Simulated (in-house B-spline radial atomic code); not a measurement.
LDA VWN5 excitations of Mg2+

Method: LDA VWN5. Computed with a B-spline radial code for spherical atoms: linear response of the closed shell [He] 2s2 2p6 with the functional's adiabatic kernel; scalar-relativistic (spin-free one-electron X2C), finite nucleus, no spin-orbit coupling, no double excitations, S, P, D and F terms only. Only terms of natural parity with L up to 3 were computed.

Command:
```bash
python run_td.py task.json out
```
Settings (radii: box in bohr, nucleus in fm):
```
Z                        12
electrons                10
configuration            [He] 2s2 2p6
hamiltonian              x2c
method                   lda,vwn
box_radius               29.48
rms_radius               3.057
intervals                74
```

Run time, properties included: 0.2 s on 1 thread of AMD EPYC 9R45 96-Core Processor (Zen 5), with other jobs on the host.

The lowest states, in the order of their Tamm-Dancoff energies; the method's threshold (minus the highest occupied level) is 66.84 eV. Labels give the largest channel, * marks a mixed state, and oscillator strengths are full-response dipole values. Semilocal kernels can invert the small singlet-triplet splittings of Rydberg terms. Energies in eV:

| state | full response | Tamm-Dancoff | oscillator strength |
| --- | --- | --- | --- |
| 2p → 3s 3P | 48.61 | 48.62 | - |
| 2p → 3s 1P | 49.09 | 49.10 | 0.192 |
| 2p → 3p 3S | 53.53 | 53.55 | - |
| 2p → 3p 3D | 53.97 | 53.98 | - |
| 2p → 3p 1D | 54.20 | 54.20 | - |
| 2p → 3p 1S | 56.00 | 56.20 | - |
| 2p → 3d 3P | 59.76 | 59.76 | - |
| 2p → 3d 1F | ? | ? | - |
| 2p → 3d 3F | 59.83 | 59.83 | - |
| 2p → 4s 3P | 59.87 | 59.87 | - |
| 2p → 4s 1P* | 59.94 | 59.94 | 0.144 |
| 2p → 3d 1P* | 59.99 | 60.01 | 0.119 |
| 2p → 4p 3S | 61.17 | 61.17 | - |
| 2p → 4p 3D | 61.27 | 61.27 | - |
| 2p → 4p 1D | 61.33 | 61.33 | - |
| 2p → 4p 1S | ? | ? | - |

(1) Where does 2p → 3d 1F lie?

(2) Where does 2p → 4p 1S lie?

(3) How large is the singlet-triplet splitting of 2p → 3s (P terms) in Tamm-Dancoff?

(4) What polarisabilities and dispersion coefficient does the method give?

Answers

(1) At 59.81 eV in full response, 59.81 eV in Tamm-Dancoff.

(2) At 61.82 eV in full response, 61.88 eV in Tamm-Dancoff.

(3) 0.485 eV, from the unrounded values.

(4) Dipole 0.5136 bohr³, quadrupole 0.6065 bohr⁵, C6 0.6236 hartree·bohr⁶ for two such species.
